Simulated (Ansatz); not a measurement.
Gas-phase electronic energies from Ansatz, PBE0-D4/def2-TZVP geometries. CCSD(T)/CBS adds triple-zeta CCSD(T) − MP2 to the extrapolated MP2 energy (def2 sets, frozen cores). Functionals use def2-TZVPP. For Br outer-core shells are correlated without core-valence functions, which leaves a few kJ/mol of doubt a bond. Scalar relativity is left out up to krypton. Each species was taken in one conformer, which may not be the lowest.

Consider the redistribution: `C[SiH2]C` + `CN(C)[Si](O)(O)Br` → `CN(C)[SiH](C)C` + `O[SiH](O)Br`.

```csv
level,ΔE (kcal/mol),difference from CCSD(T)/CBS
PBE0-D4,7.1,0.3
PBE,6.6,-0.2
PBE0,6.9,0.1
CAM-B3LYP,6.8,0.0
CCSD(T)/def2-SVP,7.9,1.1
HF/def2-TZVPP,6.8,0.0
SCS-MP2/def2-TZVPP,6.7,-0.1
CCSD/def2-TZVPP,7.0,0.2
HF/CBS(def2),6.7,-0.1
CCSD/CBS(def2),6.7,-0.1
CCSD(T)/CBS,6.8,0
```

Largest T1 diagnostic among the species: 0.010.

At CCSD(T), def2-SVP lies +1.1 kcal/mol from the extrapolated value and def2-TZVPP +0.2 kcal/mol. Leaving LDA and LC-ωPBE aside and taking each functional with its dispersion term where it has one, the values, not all of them listed here, spread over 0.8 kcal/mol, from B2PLYP to B97M-V. LDA lies +0.9 kcal/mol from PBE without D4.
